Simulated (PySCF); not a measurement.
# Niobium: a sound run and one with changed settings

Sound run: Nb⁺ [Kr] 4d4, Nb²⁺ [Kr] 4d3. Computed with PySCF 2.14 in x2c-SVPall (6s5p5d1f, 53 functions), with the spin-free X2C one-electron Hamiltonian (Gaussian nucleus). In the sound run the correlated levels freeze [Kr]. The sound run starts from symmetry-adapted Hartree-Fock orbitals and uses a fine grid where one is needed.

Changed run: no relativity, point nucleus. This setting is unsound on purpose.

| species | method | sound run (hartree) | changed run (hartree) | converged |
| --- | --- | --- | --- | --- |
| Nb⁺ | UHF | -3816.66672 | -3713.52039 | yes |
| Nb⁺ | MN15 | -3821.09960 | -3717.98235 | yes |
| Nb⁺ | MP2 | -3816.69432 | -3713.54765 | yes |
| Nb²⁺ | UHF | -3816.18599 | -3713.02937 | yes |
| Nb²⁺ | MN15 | -3820.57445 | -3717.44465 | yes |
| Nb²⁺ | MP2 | -3816.19757 | -3713.04078 | yes |

Ionisation energy of Nb⁺:

```csv
method,sound run (eV),changed run (eV)
UHF,13.081,13.362
MN15,14.290,14.631
MP2,13.517,13.792
SCS-MP2,13.227,13.505
```

Most of the change in total energy is the relativistic energy itself. On top of that the contraction fixes the core shape for the Hamiltonian it was made with, so the changed run is not a good calculation with the other Hamiltonian either.

For comparison, NIST gives 14.32 eV between the lowest levels.
